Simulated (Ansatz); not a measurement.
Cost and result up the ladder for GeHMe2(NCO) (C₃H₇GeNO) (13 atoms). The state is a singlet with charge 0. Geometry: PBE-D4/def2-SVP.

```xyz
13

Ge   -0.6800   -0.1002    0.0139
H    -2.2042   -0.3267    0.1869
C    -0.2881    1.6190   -0.8395
H    -0.7157    1.6441   -1.8615
H     0.8072    1.7686   -0.9078
H    -0.7255    2.4477   -0.2502
C     0.1875   -1.6122   -0.8799
H     0.0085   -2.5462   -0.3133
H     1.2793   -1.4388   -0.9468
H    -0.2176   -1.7338   -1.9042
N    -0.0188   -0.0245    1.7431
C     0.8710    0.0961    2.5570
O     1.6963    0.2069    3.4023
```

Ansatz; hardware A = 2 threads of AMD EPYC 7R13 on a shared host; B = 2 threads of AMD EPYC 7R13 on a shared host and a share (18 GiB) of an NVIDIA H100 80GB HBM3. Times are rough, and most runs start from the orbitals of an earlier one. CAM-B3LYP-D4/def2-TZVP serves as the yardstick here, not as an exact answer. Differences are given only for rows in sets of like size (and for xTB, whose basis is part of the method), since another set adds its own error. Binding counts from free atoms at the same level (Ge triplet, H doublet, C triplet, N quartet, O triplet; other spins of the atoms weren't run), without zero-point energy or a counterpoise term.

The 6-31G sets use Cartesian d functions. B3LYP takes the VWN-RPA correlation. HSE06 is defined as in plane-wave codes, on full-range PBE exchange. Correlated methods freeze 14 core orbitals; core or outer-core shells of Ge are correlated, in sets that lack core-valence functions. The rows differ in basis, and correlated rows in double-zeta sets carry the largest basis error.

Correlated methods converge slowly with the basis, most of all in double-zeta sets.

| level | functions | wall time | binding energy per atom (eV) | difference from CAM-B3LYP-D4/def2-TZVP (eV) |
| --- | --- | --- | --- | --- |
| HF/STO-3G [A] | 50 | 0.4 s | 3.45 | – |
| HF/6-31G [A] | 88 | 1.1 s | 2.66 | – |
| PBE-D4/def2-SVP [A] | 137 | 1.9 s | 4.27 | – |
| B3LYP-D4/6-31G [A] | 88 | 2.2 s | 3.98 | – |
| PBE0-D4/def2-SVP [A] | 137 | 2.7 s | 4.16 | – |
| PBE-D4/def2-TZVP [A] | 245 | 3.5 s | 4.23 | 0.10 |
| CAM-B3LYP-D4/def2-TZVP [A] | 245 | 6.5 s | 4.13 | 0.00 |
| MP2/def2-TZVP [A] | 245 | 6.5 s | 4.06 | -0.07 |
| r2SCAN-D4/def2-TZVP [A] | 245 | 6.5 s | 4.13 | 0.00 |
| HSE06-D4/def2-TZVP [A] | 245 | 6.5 s | 4.13 | 0.01 |
| PBE0-D4/def2-TZVP (with forces) [A] | 245 | 8.5 s | 4.13 | 0.00 |
| CCSD(T)/def2-SVP [B] | 137 | 14 s | 3.91 | – |
